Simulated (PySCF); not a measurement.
## Ionising SnCl

UHF; basis Sn cc-pVDZ-PP with ECP28, Cl cc-pV(D+d)Z; scalar-relativistic core potentials; PySCF 2.14. Neutral (UHF): doublet (π ↑), Re = 2.415 Å, ωe = 339 cm⁻¹, De = 2.48 eV, HOMO -7.38 eV, LUMO -0.45 eV.

SnCl⁺ (RHF): singlet (closed shell), Re = 2.286 Å, ωe = 429 cm⁻¹, De = 2.55 eV to Sn⁺ + Cl. The energies at the minima are -672.89736 hartree for SnCl and -672.64784 for SnCl⁺.

Problem. Work out the adiabatic ionisation energy, without and with harmonic zero-point energies (1 hartree = 27.2114 eV, 1 eV = 8065.5 cm⁻¹), and the change of the bond length.

Solution. At HF: 0.24952 hartree = 6.790 eV between the minima; the zero-point term (429.0 − 339.0)/2 cm⁻¹ = +0.006 eV makes it 6.795 eV. Re changes by -12.9 pm against the neutral. The electron leaves a π orbital; in so polar a molecule the change of length follows mostly from the change of the ionic charges.

These are scalar-relativistic numbers at best; spin–orbit coupling would shift them, the dissociation energy most. For an ion De counts to the pair picked by the measured ionisation energies or electron affinities, which need not be the lowest pair at this level. Where the molecule has an RHF reference, its open-shell atoms are computed with UHF. Hartree–Fock leaves out correlation, which carries a large part of most bond energies and some tenths to 1 eV of ionisation energies. States were picked by a PBE0 search and need not be the measured ground states.

Neutral and ion stand on different kinds of reference determinant, which adds to the error of the difference.
